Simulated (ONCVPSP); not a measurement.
**Transferability test, ONCV potential for magnesium**

magnesium (Mg), optimised norm-conserving Vanderbilt (ONCV), made with ONCVPSP 4.0.1 (LDA (Perdew-Zunger), non-relativistic). Core [He], reference 2s2 2p6 3s2. Waves: 2s+3s: rc 1.10 bohr, ncon 5, nbas 8, qcut 10.2 1/bohr, 3 projectors, debl 3.3 Ha; 2p: rc 0.95 bohr, ncon 3, nbas 7, qcut 14.8 1/bohr, 2 projectors, debl 0.7 Ha. Local part: polynomial inside 0.65 bohr (lpopt 5, dvloc0 1 Ha). Core correction: Teter function, fcfact 3.5, rcfact 1.3.

In the p channel the program set the typed energies aside and used -1.718, 0.250 Ha.

Energies are relative to the spin-unpolarised reference configuration 2s2 2p6 3s2; without spin polarisation the order of configurations can differ from experiment.

Question: Give the all-electron excitation energy and the error of the potential for: 2s2 2p6 3s1; 2s2 2p6 3s0; 2s2 2p6 3s1.5; 2s2 2p6 3s0 3p1.

Answer:

| valence configuration | charge | ΔE all-electron (eV) | error AE − PS (meV) |
| --- | --- | --- | --- |
| 2s2 2p6 3s1 | +1 | 8.061 | -0.1 |
| 2s2 2p6 3s0 | +2 | 23.085 | -0.7 |
| 2s2 2p6 3s1.5 | +0.5 | 3.187 | 0.0 |
| 2s2 2p6 3s0 3p1 | +1 | 12.429 | -0.1 |

Levels in the configuration 2s2 2p6 3s1.5:

```
level  all-electron (eV)  pseudo (eV)
   2s            -83.270      -83.272
   2p            -51.026      -51.029
   3s             -8.020       -8.020
```
